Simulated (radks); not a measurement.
Task: Ionisation ladder of erbium, from Er to Er4+. Each ion is in the ground configuration listed by NIST, and IE = E(next ion) - E(this ion). Method: scalar-relativistic Kohn-Sham, LDA (Slater exchange, Perdew-Wang correlation), spin-polarised, spherical densities, finite nucleus; open shells are filled with parallel spins first (spin-orbit coupling, left out, can overturn this in heavy ions); Fermi nuclear charge, rms radius 5.2516 fm; computed with a radial shooting solver on a logarithmic mesh with Libxc functionals.

species  configuration  IE, Delta-SCF (eV)  <r> HOMO (bohr)
Er       [Xe] 4f12 6s2               6.374            0.846
Er+      [Xe] 4f12 6s1                   ?            0.834
Er2+         [Xe] 4f12                   ?            0.828
Er3+         [Xe] 4f11              44.458            0.774
Er4+         [Xe] 4f10              78.515            0.735

Estimate the withheld Delta-SCF values.

Result: Er+: 12.382 eV (NIST 11.92); Er2+: 25.532 eV (NIST 22.70). No tabulated value is given for the 4+ ions of Nd, Pm and Eu to Yb, where it belongs to another shell than the one emptied here.
